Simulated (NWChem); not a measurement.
System: AlGeH5O; SMILES [OH][AlH][GeH3]

```xyz
8

Al    -0.5650     1.2645    -0.0012
Ge     0.0758    -1.1155    -0.0005
H     -0.7113    -1.9173    -1.0608
H      1.5761    -1.3338    -0.2778
H     -0.2379    -1.7803     1.3590
H     -2.0633     1.8049     0.0056
O      0.7168     2.3922    -0.0002
H      0.6210     3.3466     0.0059
```
Atoms are numbered in this order, from 1.

Computed with NWChem. Medium grid unless said otherwise, to which SCAN and Minnesota functionals are sensitive. Geometry: optimised at PBE0/def2-SVP. Total energies of different functionals are on different scales.

| level | energy (Ha) | highest occupied level (eV) | orbital gap (eV) | dipole (D) |
|---|---|---|---|---|
| B3LYP/def2-SVP | -2397.3774 | -7.34 | 5.93 | 1.68 |
| PBE/def2-SVP | -2396.7588 | ___ | 4.45 | 1.61 |
| SCAN/def2-SVP | -2397.4654 | -6.72 | 4.94 | 1.69 |
| LDA (Slater exchange, PW92)/def2-SVP | -2392.5021 | -6.46 | 4.33 | 1.64 |
| r2SCAN/def2-SVP | -2397.2343 | -6.71 | 4.97 | 1.69 |
| M06/def2-SVP | -2397.2045 | -7.48 | 6.28 | 1.60 |
| LRC-wPBEh/def2-SVP | -2396.8618 | -9.35 | 9.73 | 1.67 |
| MPW1K/def2-SVP | -2397.4255 | -8.41 | 7.68 | 1.69 |
| BLYP/def2-SVP | -2397.3339 | -6.26 | 4.45 | 1.65 |

Question: What belongs in the gaps?

Answer: 
- PBE/def2-SVP, highest occupied level (eV): -6.41
